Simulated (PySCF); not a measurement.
YCl3 (singlet state).
Bonds: Y1–Cl2, Y1–Cl3, Y1–Cl4.

A GFN2-xTB structure was refined with PBE0-D3(BJ)/def2-SVP geometry optimisation, gas phase, def2 core potentials past Kr (PySCF). Its GFN2-xTB values:

```json
{"coordinate": "Y1–Cl2", "GFN2-xTB": "2.354 Å"}
{"coordinate": "Y1–Cl3", "GFN2-xTB": "2.531 Å"}
{"coordinate": "Cl2–Y1–Cl3", "GFN2-xTB": "92.3°"}
{"coordinate": "Cl3–Y1–Cl4", "GFN2-xTB": "90.7°"}
```

Question: How do these coordinates change at the PBE0-D3(BJ)/def2-SVP level?

Answer: 
| coordinate | PBE0-D3(BJ)/def2-SVP (Å or °) | change |
| --- | --- | --- |
| Y1–Cl3 | 2.426 | -0.105 |
| Y1–Cl2 | 2.441 | +0.087 |
| Cl2–Y1–Cl3 | 122.0 | +29.7 |
| Cl3–Y1–Cl4 | 115.7 | +25.0 |

The energy falls by 94.8 kJ/mol over 25 energy and gradient evaluations, the largest force component goes from 0.0288 to 2.3e-04 Eh/bohr, and the atoms move by 0.674 Å rms after alignment. The bond that changes most is Y1–Cl3 (ends: yttrium bonded to 3 Cl; chlorine bonded to Y), which shortens by 0.105 Å. Bonds longer at the end by more than 0.005 Å: 2 of 3; shorter: 1. Rotational constants go from 1769, 1641, 1207 to 1711, 1557, 815.7 MHz.

The run used 85 basis functions and 161 SCF cycles in all. On Arm Neoverse V1, one thread, on a shared host, this took 80 s of wall time and 0.33 GiB of memory at its peak.

No PBE0-D3(BJ)/def2-SVP frequencies stand behind this structure, so it isn't proved a minimum.
